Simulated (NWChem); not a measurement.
System: CH2N cation; SMILES [NH+]#C

Results from NWChem. Pople sets run with spherical d functions. All runs use the structure optimised with PBE0-D3(BJ)/def2-TZVP. Total energies compare along this basis series because the functional is fixed.

```json
[
 {"level": "PBE/STO-3G", "basis functions": "12", "energy (Ha)": "-92.3923", "highest occupied level (eV)": "-18.62", "orbital gap (eV)": "9.83"},
 {"level": "PBE/3-21G", "basis functions": "22", "energy (Ha)": "-93.0783", "highest occupied level (eV)": "-18.42", "orbital gap (eV)": "9.25"},
 {"level": "PBE/6-31G*", "basis functions": "32", "energy (Ha)": "-93.5833", "highest occupied level (eV)": "-18.12", "orbital gap (eV)": "8.92"},
 {"level": "PBE/6-31+G*", "basis functions": "40", "energy (Ha)": "-93.5841", "highest occupied level (eV)": "-18.17", "orbital gap (eV)": "8.86"},
 {"level": "PBE/6-311G**", "basis functions": "48", "energy (Ha)": "-93.6150", "highest occupied level (eV)": "-18.21", "orbital gap (eV)": "8.88"},
 {"level": "PBE/6-311++G**", "basis functions": "58", "energy (Ha)": "-93.6153", "highest occupied level (eV)": "-18.21", "orbital gap (eV)": "8.83"}
]
```
